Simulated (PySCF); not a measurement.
CH4FGaO2.

```xyz
9

Ga     0.0500     0.2980     0.1876
F      0.9432     1.7891     0.3190
O     -1.1787    -0.0940     1.3988
H     -1.2691     0.5814     2.0799
O      0.4132    -0.7696    -1.1607
C     -0.2358    -1.9958    -1.3822
H     -0.7440    -1.9812    -2.3618
H      0.5051    -2.8136    -1.4015
H     -0.9906    -2.2423    -0.6141
```

The structure is a stationary point at PBE0-D3(BJ)/def2-SVP. The structure was generated by enumeration; whether it is a known compound was not checked. The values are those of a single conformer.

The numbers are results of PBE0/pcSseg-1 run with PySCF, not measurements. Non-relativistic, no solvent.

Computed absolute GIAO shielding of each atom: isotropic value and principal components (ppm):
| atom | σ(iso) | σ11 | σ22 | σ33 | span |
|---|---|---|---|---|---|
| Ga1 | 1545.8 | 1299.1 | 1566.1 | 1772.2 | 473.1 |
| F2 | 365.4 | 282.9 | 375.1 | 438.2 | 155.3 |
| O3 | 308.3 | 258.1 | 331.1 | 335.9 | 77.8 |
| H4 | 29.6 | 21.2 | 23.7 | 44.0 | 22.8 |
| O5 | 305.1 | 218.3 | 329.9 | 367.0 | 148.6 |
| C6 | 126.7 | 96.3 | 100.5 | 183.4 | 87.1 |
| H7 | 27.2 | 23.1 | 24.4 | 34.2 | 11.1 |
| H8 | 27.3 | 23.1 | 24.4 | 34.3 | 11.1 |
| H9 | 27.1 | 21.6 | 25.9 | 33.8 | 12.2 |
